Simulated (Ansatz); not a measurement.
A displaced shape of sextet CrH:

```yaml
atoms:
  - { symbol: Cr, position_ang: [0.0394, -0.0113, -0.0379] }
  - { symbol: H, position_ang: [0.0482, -0.0111, 1.5881] }
```

It was optimised with PBE0/def2-SVP in Ansatz (development build ahead of 0.2.0) to forces under 0.001 eV/Å, with unrestricted orbitals. Each step stands on the lowest determinant of that kind that the program's search found.

Problem. What shape does it relax to, and how does the optimisation go?

Solution.

```xyz
2

Cr    0.0393   -0.0113   -0.0557
H     0.0483   -0.0111    1.6059
```

Bond lengths: Cr1–H2 1.662 Å.

```tsv
step	E − E(start) (eV)	largest force (eV/Å)
1	0.0000	0.3568
2	-0.0059	0.0819
3	-0.0062	0.0008
```

The optimisation ended after 3 steps with its threshold met.
